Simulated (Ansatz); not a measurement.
Program: Ansatz. Geometries: PBE0-D4/def2-TZVP. ΔE: electronic, gas phase. CCSD(T)/CBS is the MP2 limit (def2-TZVPP, def2-QZVPP) plus CCSD(T) − MP2 in def2-TZVPP, frozen cores. Functionals use def2-TZVPP. Elements past krypton have def2 core potentials. For Cd, Se outer-core shells are correlated without core-valence functions, which leaves a few kJ/mol of doubt a bond. Scalar relativity is left out up to krypton. Each species was taken in one conformer, which may not be the lowest.

Reaction (ligand exchange at the Si–O bond): `[F][Cd][O][SiH3]` + `OC(O)=[Se]` → `OC(=[Se])O[SiH3]` + `[OH][Cd][F]`

```
             level  ΔE (eV)
           PBE0-D4     0.22
SCS-MP2/def2-QZVPP     0.23
```

Task: What does CCSD(T)/CBS give? (An estimate is asked.)

Result: Ansatz gave: +0.19 eV. The listed levels differ from it by 0.03, 0.04 eV.

Largest T1 diagnostic among the species: 0.017.

From PBE to PBE0 (25 % exact exchange), in def2-TZVPP and without D4, ΔE moves by +0.06 eV. In def2-TZVPP, CCSD(T) changes the Hartree–Fock value by −0.19 eV (the triples alone add −0.03 eV) and MP2 by −0.22 eV. The D4 term adds −0.05 eV with B3LYP and −0.03 eV with PBE0; it sums over pairs of atoms, weighted by their polarisabilities, and B3LYP, whose exchange is more repulsive, gets the larger term.

B3LYP here is the variant with VWN-RPA as its local correlation; programs differ in this.
